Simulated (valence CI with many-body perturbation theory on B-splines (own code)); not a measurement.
## E1 line list for Au XLIX

Level of theory: relativistic CI+MBPT: three valence electrons over a frozen Dirac-Fock core [Ar] 3d10, a basis of 11 s, 11 p, 10 d, 8 f, 5 g, 2 h functions for each j, with the one-electron correlation potential Σ1 (screened to all orders), the two-electron term Σ2, the three-electron term Σ3, Breit, model QED; selected single and double excitations, second order for the rest, scaled by the run's own slope (own B-spline code, finite nucleus).

The last digits are not significant, and no measured levels were compared; by estimate large intervals hold to a few tenths of a per cent, small ones and those within an open d or f shell to about a per cent.

Lines 151 to 200 of 554 in falling wavelength, among levels below 991.17 eV, chosen from the strongest by gf and those to the six lowest levels. Wavelengths and rates use the calculated energies. Electric multipoles are in the length gauge, E1 and E2 with the static RPA response of the core. Weak lines are less certain than strong ones. Lines between different terms over intervals too small for the method are left out, as are lines whose strength nearly cancels. Where a level lies close to another of its J and parity, the split of strength between their lines is uncertain. The highest levels of a list are the least certain.

Levels are named by their leading jj configuration (3d3/2^4 stands for four electrons in 3d with j = 3/2), which in mixed levels can hold well under half, so a name can repeat and another be missing. Letters in brackets count levels of one name in rising energy.

```tsv
λ vac (Å)	Upper	Lower	A (s⁻¹)	log gf	Branch %
60.85	(4s 4p3/2 4f7/2) J=9/2 [b]	(4s 4p3/2 4d5/2) J=7/2 [a]	2.96e+11	0.22	27.6
60.83	(4s 4d3/2 4f7/2) J=7/2 [b]	(4s 4d3/2 4d5/2) J=7/2 [a]	6.16e+10	-0.56	3.4
60.81	(4p1/2 4p3/2 4d5/2) J=3/2 [b]	(4p1/2 4p3/2^2) J=1/2	3.30e+11	-0.14	31.2
60.81	(4s 4d5/2^2) J=5/2	(4s 4p3/2 4d5/2) J=3/2 [a]	1.64e+11	-0.26	14.3
60.80	(4s 4d5/2 4f7/2) J=7/2	(4s 4p3/2 4f7/2) J=5/2 [a]	1.13e+11	-0.30	15.4
60.78	(4s 4d5/2 4f5/2) J=5/2 [a]	(4s 4p3/2 4f5/2) J=5/2 [a]	9.26e+10	-0.51	9.9
60.67	(4p1/2 4d5/2^2) J=7/2	(4p1/2 4p3/2 4d5/2) J=7/2 [b]	7.34e+10	-0.49	5.0
60.61	(4s 4d5/2 4f5/2) J=3/2 [a]	(4s 4d3/2 4d5/2) J=1/2	1.22e+11	-0.57	10.2
60.61	(4p1/2 4p3/2 4d5/2) J=1/2	(4p1/2 4p3/2^2) J=1/2	5.08e+11	-0.25	49.4
60.60	(4s 4p3/2 4f7/2) J=11/2	(4s 4p3/2 4d5/2) J=9/2	3.46e+11	0.36	100.0
60.53	(4p1/2 4d3/2 4d5/2) J=1/2	(4p1/2 4p3/2 4d3/2) J=1/2 [a]	3.66e+11	-0.40	64.8
60.52	(4s 4d3/2 4d5/2) J=5/2 [a]	(4s 4p3/2 4d3/2) J=5/2 [a]	9.05e+10	-0.53	6.1
60.47	(4s 4d3/2 4d5/2) J=5/2 [a]	(4s 4p3/2 4d3/2) J=3/2 [a]	1.17e+11	-0.41	7.9
60.38	(4s 4p3/2 4f5/2) J=3/2 [a]	(4s 4p3/2 4d3/2) J=3/2 [b]	1.44e+11	-0.50	14.5
60.28	(4s 4p3/2 4d5/2) J=1/2	(4s 4p3/2^2) J=1/2	5.46e+11	-0.23	73.1
60.28	(4s^2 4d5/2) J=5/2	(4s^2 4p3/2) J=3/2	3.38e+11	0.04	100.0
60.27	(4s 4p1/2 4d5/2) J=7/2	(4s 4p1/2 4p3/2) J=5/2	3.08e+11	0.13	93.8
60.09	(4s 4p3/2 4f7/2) J=7/2 [b]	(4s 4p3/2 4d5/2) J=5/2 [a]	7.40e+10	-0.49	5.4
60.06	(4s 4d5/2 4f5/2) J=11/2	(4s 4p3/2 4f7/2) J=9/2 [a]	9.99e+10	-0.19	13.5
59.85	(4s 4d5/2 4f5/2) J=7/2 [b]	(4s 4p3/2 4f5/2) J=5/2 [a]	9.79e+10	-0.38	10.1
59.81	(4s 4d5/2 4f7/2) J=9/2	(4s 4p3/2 4f7/2) J=9/2 [a]	3.31e+11	0.25	46.1
59.73	(4s 4d5/2 4f5/2) J=7/2 [a]	(4s 4d3/2 4d5/2) J=5/2 [b]	1.90e+11	-0.09	20.4
59.71	(4s 4d5/2 4f7/2) J=5/2	(4s 4p3/2 4f7/2) J=5/2 [a]	1.32e+11	-0.37	9.9
59.62	(4p3/2^2 4d5/2) J=3/2	(4p3/2^3) J=3/2	8.00e+11	0.23	32.5
59.50	(4s 4d3/2 4d5/2) J=3/2 [a]	(4s 4p3/2 4d3/2) J=1/2 [a]	2.31e+11	-0.31	13.6
59.50	(4p1/2 4p3/2 4d5/2) J=7/2 [b]	(4p1/2 4p3/2^2) J=5/2	6.60e+11	0.45	57.8
59.48	(4s 4d5/2^2) J=7/2 [a]	(4s 4p3/2 4d5/2) J=5/2 [a]	8.43e+10	-0.45	7.7
59.48	(4s 4d3/2 4d5/2) J=3/2 [a]	(4s 4p3/2 4d3/2) J=3/2 [a]	1.46e+11	-0.51	8.6
59.42	(4s 4d5/2^2) J=9/2 [a]	(4s 4p3/2 4d5/2) J=9/2	1.07e+11	-0.25	10.0
59.39	(4s 4d5/2 4f5/2) J=5/2 [b]	(4s 4p3/2 4f5/2) J=3/2 [a]	1.78e+11	-0.25	20.4
59.38	(4s 4d5/2 4f7/2) J=7/2	(4s 4p3/2 4f7/2) J=7/2 [a]	1.43e+11	-0.22	19.6
59.35	(4s 4p1/2 4d5/2) J=5/2 [a]	(4s 4p1/2 4p3/2) J=3/2 [a]	4.16e+11	0.12	95.8
59.20	(4s 4p3/2 4f7/2) J=7/2 [b]	(4s 4p3/2 4d3/2) J=5/2 [b]	1.50e+11	-0.20	11.0
59.19	(4s 4p3/2 4d5/2) J=7/2 [a]	(4s 4p3/2^2) J=5/2	2.70e+11	0.06	40.0
59.18	(4s 4d5/2 4f5/2) J=1/2 [a]	(4s 4p3/2 4f5/2) J=1/2	3.18e+11	-0.48	34.4
59.15	(4s 4d5/2 4f5/2) J=7/2 [b]	(4s 4p3/2 4f5/2) J=7/2	1.31e+11	-0.26	13.5
59.14	(4s 4d5/2^2) J=7/2 [b]	(4s 4p3/2 4d5/2) J=7/2 [b]	8.11e+10	-0.47	5.6
59.11	(4s 4d5/2^2) J=5/2	(4s 4p3/2 4d5/2) J=5/2 [a]	3.48e+11	0.04	30.4
59.09	(4s 4p3/2 4d5/2) J=3/2 [b]	(4s 4p3/2^2) J=1/2	4.18e+11	-0.06	28.0
59.09	(4s 4d5/2 4f5/2) J=9/2 [a]	(4s 4d3/2 4d5/2) J=7/2 [b]	7.96e+10	-0.38	10.2
59.04	(4s 4p3/2 4d5/2) J=5/2 [b]	(4s 4p3/2^2) J=3/2	8.48e+11	0.42	46.3
59.01	(4s 4p1/2 4f5/2) J=5/2 [b]	(4s 4p1/2 4d3/2) J=3/2 [b]	1.26e+11	-0.40	34.1
59.00	(4p1/2 4p3/2 4d5/2) J=5/2 [b]	(4p1/2 4p3/2^2) J=5/2	1.14e+11	-0.45	6.9
58.93	(4p1/2 4p3/2 4f5/2) J=5/2 [b]	(4p1/2 4p3/2 4d3/2) J=3/2 [b]	3.16e+11	-0.01	27.8
58.92	(4s 4d5/2 4f5/2) J=3/2 [b]	(4s 4p3/2 4f5/2) J=3/2 [a]	1.43e+11	-0.53	15.3
58.92	(4s 4d5/2^2) J=9/2 [b]	(4s 4p3/2 4d5/2) J=7/2 [a]	4.19e+11	0.34	34.8
58.90	(4s 4d5/2 4f5/2) J=9/2 [b]	(4s 4d5/2^2) J=9/2 [a]	5.04e+10	-0.58	4.8
58.83	(4s 4d3/2 4d5/2) J=7/2 [b]	(4s 4p3/2 4d3/2) J=5/2 [a]	8.18e+10	-0.47	6.2
58.82	(4p1/2 4p3/2 4d5/2) J=5/2 [b]	(4p1/2 4p3/2^2) J=3/2	8.77e+11	0.44	53.3
58.72	(4p1/2 4p3/2 4f5/2) J=3/2 [b]	(4p1/2 4p3/2 4d3/2) J=1/2 [b]	1.98e+11	-0.39	19.2
```

(1) How does gf follow from A for the line at 59.38 Å?

## Answers

(1) gf = 1.4992 × (2J+1)_upper × A / σ², with σ = 1684151 cm⁻¹ and 2J+1 = 8: gf = 0.605.
